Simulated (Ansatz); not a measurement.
A single point on GeH3NO (`[NH2][Ge][OH]`).

```yaml
crystal:
  periodic: [false, false, false]
  atoms:
    - {symbol: N, position_ang: [-0.777933, 0.052091, -0.568645]}
    - {symbol: Ge, position_ang: [0.575347, -1.156153, -0.335717]}
    - {symbol: O, position_ang: [1.505341, -0.310125, 0.942580]}
    - {symbol: H, position_ang: [-1.512243, -0.113084, -1.239224]}
    - {symbol: H, position_ang: [-0.905369, 0.927833, -0.083104]}
    - {symbol: H, position_ang: [1.156857, 0.535438, 1.237710]}
basis:
  gaussian: {orbitals: def2-TZVPP}
hamiltonian: {xc: pbe}
correlation: {method: rpa}
```

```sh
$ ansatz run in.yaml --threads 4 --pin off --events-out ev --progress --plain --max-ram 10444MiB
```

Output, abridged:

```
Functional definition: PBE
952 factors; integrals over basis functions are off by at most 9.2e-4 eV
mean field evaluation 1: about -60077.7806 eV, gradient 9.8e1 eV
mean field evaluation 2: about -60077.7778 eV, gradient 9.8e1 eV
mean field evaluation 4: about -60092.9717 eV, gradient 2.1e1 eV
mean field evaluation 8: about -60094.4717 eV, gradient 6.5e-1 eV
mean field evaluation 16: about -60094.4716 eV, gradient 1.6e-4 eV
mean field -60094.47164540 eV, -2208.4310994726 hartree, gradient 2.3e-6 eV, S^2 0.000000; 2 other end points of the search recorded, 0 dependent functions left out
11 core orbitals not correlated: weight in the atoms' cores, before any rotation towards them, 1.000 or more for the frozen orbitals, at most 0.000 for the correlated occupied ones
reference -60041.28641668 eV, -2206.4765783674 hartree; 14, 14 occupied and 127, 127 virtual orbitals, 952 factors
Total energy: -60070.28444792 eV, -2207.5422363598 hartree
```

Hardware: 4 threads of an Arm Neoverse V1 on a shared host. Wall time 2.3 s, peak host memory 0.28 GiB.
